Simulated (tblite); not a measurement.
Q: Give a GFN2-xTB geometry of InChI=1S/C5H12Si3/c1-4-8(6,7)5(2)3/h1H,2H2,3,6-7H3.

A: 
```
atom  x, y, z in Å
C1    -0.622    0.351    3.099
C2    -0.243    0.379    1.957
Si3    0.359    0.426    0.194
Si4    0.259    2.638   -0.523
Si5    2.425   -0.662    0.158
C6    -0.914   -0.660   -0.722
C7    -1.556   -0.238   -1.802
C8    -1.126   -2.039   -0.178
H9    -0.957    0.328    4.097
H10    0.727    2.773   -1.908
H11   -1.071    3.247   -0.465
H12    1.145    3.469    0.295
H13    2.748   -1.159   -1.184
H14    3.505    0.248    0.548
H15    2.502   -1.819    1.055
H16   -1.410    0.754   -2.202
H17   -2.262   -0.858   -2.335
H18   -0.196   -2.606   -0.219
H19   -1.890   -2.577   -0.738
H20   -1.428   -1.982    0.867
```

Orientation and origin are arbitrary. Atoms count from 1 in this order. The C–C distances run from 1.204 Å (C1≡C2, drawn triple) to 1.497 Å (C6–C8, drawn single), a spread of 0.293 Å. The 2 C–Si bonds span 1.864 Å (C2–Si3, drawn single) to 1.907 Å (Si3–C6, drawn single), a spread of 0.043 Å. Of the pairs four or more bonds apart, Si4···H16 is among the closest relative to their van der Waals radii: 3.03 Å, 92 % of the sum of Bondi's values. Si3 (four-coordinate silicon) is distorted tetrahedral (angles from 103.0° to 118.4°).

Bonds between heavy atoms (Å): C1≡C2 1.204, C2–Si3 1.864, Si3–Si4 2.327, Si3–Si5 2.335, Si3–C6 1.907, C6=C7 1.325, C6–C8 1.497.

The geometry is computed with GFN2-xTB (gas phase).

Point group: C1 (no symmetry element, even within 0.4 Å). Its GFN2-xTB frequencies are all real (lowest 29 cm⁻¹). One conformer, not necessarily the lowest (C2–Si3–C6–C7 128°). 3 starts were optimised and ended at 0.00, 0.06 and 0.06 kcal/mol (GFN2-xTB); the lowest of these is shown.

The run took 4.8 s of wall time on Arm Neoverse N1, one thread, on a shared host. That covers the optimisation of the geometry.
